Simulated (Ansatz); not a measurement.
Name a neutral molecule of Br, C, Cl, N and H with LUMO energy (PBE0/def2-TZVPP) between -1.05 and -0.75 eV and HOMO energy (B3LYP/def2-TZVPP) between -8.25 and -7.95 eV (Ansatz, PBE0-D4/def2-TZVP geometry).

`N=C(Cl)Br` (-1.05 eV, -8.23 eV). Other molecules can fit too; these were computed, each in one conformer that needn't be the lowest.

B3LYP here is the variant with VWN-RPA as its local correlation; programs differ in this.
